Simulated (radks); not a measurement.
Hf I, configuration [Xe] 4f12 5d4 6s2 (not the ground configuration). Calculated with a radial shooting solver on a logarithmic mesh with Libxc functionals: scalar-relativistic Kohn-Sham, PBEsol, spin-polarised, spherical densities, finite nucleus; open shells are filled with parallel spins first (spin-orbit coupling, left out, can overturn this in heavy ions); Fermi nuclear charge, rms radius 5.347 fm. Some entries of the table are withheld. Estimate them.

| orbital | occ. | eigenvalue (hartree) | r(max) (bohr) | <1/r> (bohr^-1) |
|---|---|---|---|---|
| 1s down | 1 | -2398.161 | 0.01191 | 83.75 |
| 1s up | 1 | -2398.161 | 0.01191 | 83.75 |
| 2s up | 1 | -410.7299 | 0.06809 | 19.56 |
| 2s down | 1 | -410.7222 | 0.06809 | 19.56 |
| 2p up | 3 | -360.8499 | 0.05568 | 17.85 |
| 2p down | 3 | -360.8438 | 0.05568 | 17.85 |
| 3s up | 1 | -94.19898 | 0.1923 | 7.233 |
| 3s down | 1 | -94.15469 | 0.1922 | 7.235 |
| 3p up | 3 | -79.29245 | 0.1899 | 6.708 |
| 3p down | 3 | -79.24781 | 0.1898 | 6.710 |
| 3d up | 5 | -61.60511 | 0.1547 | 6.346 |
| 3d down | 5 | -61.56845 | 0.1546 | 6.348 |
| 4s up | 1 | -19.54282 | 0.4370 | 3.077 |
| 4s down | 1 | -19.45840 | 0.4370 | 3.076 |
| 4p up | 3 | -14.62993 | 0.4575 | 2.806 |
| 4p down | 3 | -14.54788 | 0.4575 | 2.804 |
| 4d up | 5 | -8.27518 | 0.4694 | 2.497 |
| 4d down | 5 | -8.19412 | 0.4695 | 2.495 |
| 5s up | 1 | -2.78098 | 0.9968 | 1.211 |
| 5s down | 1 | -2.69536 | 0.9953 | 1.215 |
| 5p up | 3 | -1.55844 | (1) | 1.021 |
| 5p down | 3 | -1.46433 | (2) | 1.027 |
| 4f up | 7 | -1.23706 | 0.4469 | 2.005 |
| 4f down | 5 | -1.15319 | 0.4474 | 2.005 |
| 6s up | 1 | -0.22253 | 2.681 | 0.4006 |
| 5d up | 4 | -0.20688 | 1.528 | 0.6457 |
| 6s down | 1 | -0.16828 | 2.842 | 0.3675 |
| 5d down | 0 | -0.11516 | 1.528 | 0.6140 |

Answer. 
(1) 5p up r(max) (bohr): 1.127
(2) 5p down r(max) (bohr): 1.123
